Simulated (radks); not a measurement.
Gd, configuration [Xe] 4f7 5d1 6s1 6f1 (not the ground configuration).

Method: scalar-relativistic Kohn-Sham, LDA (Slater exchange, Perdew-Wang correlation), spin-polarised, spherical densities, point nucleus; open shells are filled with parallel spins first (spin-orbit coupling, left out, can overturn this in heavy ions); computed with a radial shooting solver on a logarithmic mesh with Libxc functionals.

Energy parts (eV):
total: -306501.05
kinetic: 329067.88
electron-nucleus: -747609.85
Hartree: 118605.30
exchange-correlation: -6564.37

Orbitals (lengths in bohr, moments of r in powers of bohr; r(max) is where P^2 peaks; r(90%) holds 90 % of the orbital's charge):
orbital  occ.  eigenvalue (eV)      <r^4>  r(90%)   r(max)      <r>
1s up       1        -50061.65  1.143e-06  0.0396  0.01393  0.02192
1s down     1        -50061.64  1.143e-06  0.0396  0.01393  0.02192
2s up       1        -8270.320  0.0001819   0.144  0.07906  0.09334
2s down     1        -8270.179  0.0001819   0.144  0.07906  0.09334
2p up       3        -7363.253  0.0001358   0.134  0.06396  0.08239
2p down     3        -7363.148  0.0001358   0.134  0.06396  0.08239
3s up       1        -1837.242   0.007067   0.359   0.2245   0.2448
3s down     1        -1834.507   0.007042   0.359   0.2244   0.2446
3p up       3        -1556.247   0.007404   0.364   0.2203   0.2433
3p down     3        -1553.533   0.007372   0.364   0.2201   0.2431
3d up       5        -1184.242   0.005911   0.345   0.1800   0.2214
3d down     5        -1182.110   0.005873   0.344   0.1799   0.2211
4s up       1        -375.4059     0.1736   0.795   0.5158   0.5532
4s down     1        -369.3593     0.1739   0.795   0.5156   0.5533
4p up       3        -282.7241     0.2276   0.852   0.5383   0.5856
4p down     3        -276.7399     0.2284   0.852   0.5381   0.5858
4d up       5        -154.4889     0.3585   0.956   0.5590   0.6362
4d down     5        -148.6167     0.3634   0.959   0.5588   0.6374
4f up       7         -15.6900      2.502    1.45   0.5656   0.8528
4f down     0         -10.4375      3.618    1.56   0.5687   0.8956
5s up       1         -56.0952      5.796    1.91    1.190    1.325
5s down     1         -52.7708      6.124    1.94    1.201    1.343
5p up       3         -33.3634      11.62    2.27    1.347    1.550
5p down     3         -30.6569      12.47    2.32    1.366    1.577
5d up       1          -7.9156      106.7    3.97    1.921    2.521
5d down     0          -6.1806      139.7    4.22    1.975    2.647
6s up       1          -8.7217      310.7    5.18    3.161    3.584
6s down     0          -7.2883      386.1    5.48    3.244    3.747
6f up       1          -0.3846    1010000    38.6    30.54    27.46
6f down     0          -0.2984     963600    39.6    11.03    24.63

The highest occupied level is 6f up at -0.385 eV. The configuration is held as typed, so some empty levels lie below it. Summed over all electrons, <r^2> = 920.0 bohr^2, which gives a Langevin (diamagnetic) susceptibility term of -729 x 10^-6 cm^3/mol. Spin moment in Bohr magnetons: 10.
